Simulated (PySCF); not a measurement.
1,1,1,2-tetrafluoroethane (C₂H₂F₄), SMILES FC(CF)(F)F. The structure is a stationary point at PBE-D3(BJ)/def2-SVP.

Computed equilibrium geometry at PBE-D3(BJ)/def2-SVP (PySCF confirms it by a frequency run) as Cartesian coordinates in Å, and its point group:
point group Cs.
```xyz
8

F      0.1603     1.9605     0.0000
C     -0.7378     0.9237     0.0000
C     -0.0027    -0.4120     0.0000
F      0.7773    -0.5513     1.0902
F      0.7773    -0.5513    -1.0902
F     -0.9145    -1.4139     0.0000
H     -1.3799     0.9672     0.9063
H     -1.3799     0.9672    -0.9063
```
Charge 0, spin multiplicity 1.
